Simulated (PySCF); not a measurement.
**B²⁺ (boron, charge +2) across methods**

[He] 3d1, 2D determinant (an excited configuration). Calculation: PySCF 2.14, in dyall-acv3z (15s9p4d2f, 76 functions); scalar relativity by spin-free X2C-1e.

| method | E (hartree) | mean ε 1s α (eV) | mean ε 1s β (eV) | mean ε 3d α (eV) | Σ⟨r²⟩ (bohr²) | ⟨S²⟩ |
| --- | --- | --- | --- | --- | --- | --- |
| LDA | -22.2660 | -220.01 | -219.99 | -11.601 | 14.43 | 0.750 |
| B97-3 | -22.5788 | -230.14 | -230.15 | -12.565 | 13.91 | 0.750 |
| UHF | -22.48991 | -250.67 | -250.67 | -13.537 | 15.10 | 0.750 |
| r2SCAN | -22.5590 | -225.10 | -225.11 | -11.837 | 14.04 | 0.750 |
| M06-L | -22.6177 | -225.27 | -225.27 | -12.054 | 13.61 | 0.750 |
| M06-2X | -22.5655 | -236.30 | -236.30 | -12.862 | 14.17 | 0.750 |
| PBE0 | -22.5275 | -229.33 | -229.32 | -12.446 | 13.97 | 0.750 |
| r2SCAN0 | -22.5524 | -231.64 | -231.65 | -12.277 | 14.30 | 0.750 |

Task: Estimate the same row for PBE.

Result: E (hartree) = -22.5236; mean ε 1s α (eV) = -221.97; mean ε 1s β (eV) = -221.95; mean ε 3d α (eV) = -11.998; Σ⟨r²⟩ (bohr²) = 13.65; ⟨S²⟩ = 0.750.

The outer electron is Rydberg-like, and this basis confines it to a smaller radius and binds it less than a complete one would.
